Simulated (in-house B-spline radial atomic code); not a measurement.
Radial electron density of Sb3+, [Kr] 4d10 4f1 5s1. Computed with a B-spline radial code for spherical atoms: non-relativistic PBE0, spin-polarised, spherical fractional occupations, point nucleus, inside a hard spherical wall at 1.59 bohr.

Caution: exact exchange at fractional occupations of open shells leaves self-interaction of up to several eV.

Columns: r (bohr), 4πr²n(r) (electrons per bohr), bar.

```
 0.00135    1.867 #
 0.00161    2.587 #
 0.00192    3.564 ##
  0.0023     4.92 ###
 0.00274    6.676 ####
 0.00327    9.009 #####
  0.0039    12.02 ######
 0.00466    15.88 ########
 0.00556    20.63 ###########
 0.00663    26.31 ##############
 0.00791     32.9 #################
 0.00945    40.18 #####################
  0.0113     47.7 #########################
  0.0135    54.67 #############################
  0.0161    60.18 ################################
  0.0192    63.46 #################################
  0.0229    63.99 ##################################
  0.0273    61.98 #################################
  0.0326    58.63 ###############################
  0.0388    56.22 ##############################
  0.0464    57.13 ##############################
  0.0553    62.69 #################################
   0.066    71.81 ######################################
  0.0788    80.45 ##########################################
   0.094    83.54 ############################################
   0.112    78.68 #########################################
   0.134    68.56 ####################################
    0.16    60.93 ################################
   0.191    61.45 ################################
   0.227    67.51 ####################################
   0.271    69.84 #####################################
   0.324    60.38 ################################
   0.387    42.43 ######################
   0.461    27.93 ###############
   0.551    24.33 #############
   0.657    28.37 ###############
   0.784    30.94 ################
   0.936    27.36 ##############
    1.12    18.43 ##########
    1.33    7.097 ####
    1.57  0.04705
```

On this grid the curve has 4 maxima, near 0.0229, 0.094, 0.271, 0.784 bohr.

The 4f up radial function P(r) = rR(r), positive near the nucleus:

| r (bohr) | P |
| --- | --- |
| 0.0464 | 0.001928 |
| 0.066 | 0.006371 |
| 0.094 | 0.01962 |
| 0.134 | 0.05507 |
| 0.191 | 0.1376 |
| 0.271 | 0.2976 |
| 0.387 | 0.5601 |
| 0.551 | 0.8865 |
| 0.784 | 1.144 |
| 1.12 | 1.028 |
| 1.57 | 0.05447 |
